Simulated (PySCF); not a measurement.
## MAl cations for M along the fifth-period p block

PBE0 with double-zeta basis sets in PySCF, for the lowest determinant that a PBE0 search found; no spin–orbit coupling. De refers to high-spin ground-configuration atoms (the charge goes to the atom of lower measured ionisation energy or higher electron affinity, which is not always the lowest computed limit). A positive dipole points towards Al; it is taken about the centre of mass and depends on that origin.

| M | basis | charged atom | state (unpaired electrons) | Re (Å) | ωe (cm⁻¹) | De (eV) | μ (D) |
| --- | --- | --- | --- | --- | --- | --- | --- |
| In | x2c-SVPall | In+ | doublet (σ ↑) | 3.432 | 105 | 1.26 | 4.31 |
| Sn | x2c-SVPall | Al+ | triplet (σ ↑, π ↑) | 2.996 | 161 | 1.28 | 4.95 |
| Sb | def2-SVPD | Al+ | quartet (σ ↑, π ↑↑) | 2.805 | 187 | 0.93 | 5.77 |
| I | def2-SVP | Al+ | doublet (σ ↑) | 2.403 | 380 | 1.29 | 7.39 |

(1) By what factor does the well depth vary along the series?

The rows differ in basis set, which adds steps of its own.

The state changes along the series, so neighbouring rows are not always alike in their bonding.

Spin–orbit coupling is left out, which matters for elements this heavy, above all for dissociation energies. For an ion De counts to the pair picked by the measured ionisation energies or electron affinities, which need not be the lowest pair at this level. States were picked by a PBE0 search and need not be the measured ground states.

Results:

(1) At PBE0 it runs from 0.93 eV (AlSb⁺) to 1.29 eV (AlI⁺), a factor of 1.39.
